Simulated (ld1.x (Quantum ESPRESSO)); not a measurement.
What one change does to a pseudopotential (Cs (Z = 55), TM)

Cs, norm-conserving Troullier–Martins (Kleinman–Bylander form), made with ld1.x (Quantum ESPRESSO) 7.5 (LDA (PZ), fully relativistic). Core [Xe], reference 5d0 6s0.75 6p0 (charge +0.25). Waves: 6p (bound, empty): rc 3.75 bohr; 5d (bound, empty): rc 3.20 bohr; 6s (bound): rc 3.20 bohr. Local part: the s channel. Core correction: a·sin(br)/r model core inside 1.65 bohr.

Open shells are filled in proportion to 2j + 1 (rel_dist='average').

Change: all radii but the core radius scaled by about 1.36 (s 4.34, p 5.08, d 4.34 bohr).

Cutoffs: the cutoffs (Ry, on a coarse ladder) from which the occupation-weighted sum of valence levels, in a spherical-Bessel basis at the reference potential, stays within 10 and 1 mRy of its value at 400 Ry; they do not see the model core or the augmentation charge, which bear on the density cutoff. Errors are all-electron minus pseudo energies relative to the spin-unpolarised reference configuration.

**Question.** How do hardness, ghosts and transferability respond?

**Answer.** Both files are very soft, the changed one slightly softer (loose and tight cutoff 6 and 8 Ry → 6 and 6 Ry on this coarse ladder); the bound ghost in p disappears; of the 5 tests that both files solve, the error grows in 3 and shrinks in 0 by more than 15 % and 0.3 meV (median size 2.0 → 3.0 meV). More of the atom is replaced by a form fitted at one configuration, so other configurations suffer.

| quantity | base | changed |
| --- | --- | --- |
| cutoff, loose | 6 Ry | 6 Ry |
| cutoff, tight | 8 Ry | 6 Ry |
| bound ghosts | p1/2, p3/2 | none |
| error for 5d0 6s1 6p0, meV [ΔE -0.67 eV] | -0.2 | -0.5 |
| error for 5d0 6s0.5 6p0, meV [ΔE 0.89 eV] | -0.8 | -1.0 |
| error for 5d0 6s0 6p1, meV [ΔE 0.81 eV] | -4.8 | -7.3 |
| error for 5d0.5 6s0.5 6p0, meV [ΔE 0.20 eV] | -2.0 | -3.0 |
| error for 5d1 6s0 6p0, meV [ΔE 1.06 eV] | -4.8 | -7.3 |

Base: The cutoffs count occupied waves only; the empty 6p level needs 12 Ry at the loose tolerance. A true bound ghost makes a file unfit for plane-wave use even where its test errors are small: the radial tests pick states by their node count and pass the ghost by.
